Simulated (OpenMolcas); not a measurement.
An OpenMolcas run meant for Pr2+ (ANO-R1, X2C; inactive shells 1s 2s 2p 3s 3p 3d 4s 4p 4d 5s 5p; intended active space 3 electrons in 7 orbitals (4f)). One step of its input:

```
&RASSCF
FileOrb=start.orb
Symmetry=2
Spin=4
nActEl=3 0 0
Inactive=15 12
Ras2=0 7
CIRoot=35 35 1
SDav=35
CIMx=300
Iter=59 100
PrWF=0.3
OrbListing=Nothing
MaxOrb=0
Atom
Thrs=1.0e-2 5.0e-1 5.0e-1
```

The run finished. Its levels beside those of a sound run (CASSCF), in cm⁻¹ above each run's lowest level:

| Level | This run | Usual run |
| --- | --- | --- |
| 4f³ ⁴I°_9/2 | 0.0 | 0.0 |
| 4f³ ⁴I°_11/2 | 1477 | 1457 |
| 4f³ ⁴I°_13/2 | 3096 | 3056 |
| 4f³ ⁴I°_15/2 | 4812 | 4751 |
| 4f³ ²H°_9/2 | 13551 | 13565 |
| 4f³ ⁴F°_3/2 | 13968 | 13835 |
| 4f³ ⁴F°_5/2 | 14567 | 14428 |
| 4f³ ⁴F°_7/2 | 15197 | 15058 |
| 4f³ ⁴S°_3/2 | 15407 | 15257 |

Which setting is unsound, and how much does it matter here?

The convergence thresholds are far too loose, so the orbitals stop early. Against the sound run the excited levels shown move by 87 cm-1 on average and by 150 cm-1 at most.

High states are left out of the spin-orbit mixing, which shifts the levels that they would mix with. Without dynamic correlation excited terms often stand tens of per cent too high (terms of higher spin than the ground term too low), and those without a measured partner can miss by more than the paired ones. Levels of configurations outside the active space are missing.

° marks odd parity.
